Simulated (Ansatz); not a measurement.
A structure relaxed at PBE-D4/def2-SVP in Ansatz, charge -1, singlet:

```xyz
29

In    0.196   -2.697   -2.372
Sb   -1.654   -0.487   -2.036
Sb   -1.050   -2.494    1.912
In   -2.871   -0.753    0.499
In   -1.147    2.334   -2.489
Sb   -2.172    1.720    1.817
Sb    2.268   -1.662   -0.665
In    1.895   -2.343    2.082
In    3.461    0.896   -1.263
Sb    1.146    2.543   -0.762
In    0.458    3.056    1.960
H    -0.562   -4.075   -1.589
H     0.732   -2.724   -4.040
H    -3.027   -0.875   -3.014
H    -1.503   -4.058    1.354
H    -1.756   -2.708    3.478
H    -4.547   -1.194    0.755
H    -0.675    2.553   -4.161
H    -2.501    3.184   -1.758
H    -3.332    2.829    1.195
H    -2.911    1.624    3.379
H     3.548   -2.761   -1.041
H     2.376   -3.989    2.438
H     2.108   -1.003    3.184
H     3.789    0.942   -2.984
H     4.667    1.246   -0.039
H     1.711    4.117   -1.198
H     1.298    2.043    3.109
H     0.059    4.738    2.249
```

Problem. Give its formula and point group.

Solution. In6Sb5H18⁻, a cluster cut from wurtzite InSb (hydrogen-capped). Point group Cs (tolerance 0.1 Å).

Problem. Summarise the bond lengths by kind (pairs closer than 1.2 times the sum of covalent radii, bridged metal pairs left out).

Solution. 13 × In–Sb 2.82 to 2.95 Å; 11 × H–In 1.75 to 1.76 Å; 7 × H–Sb 1.72 to 1.73 Å.

In the def2 sets In, Sb take a core potential; there is no spin–orbit coupling.
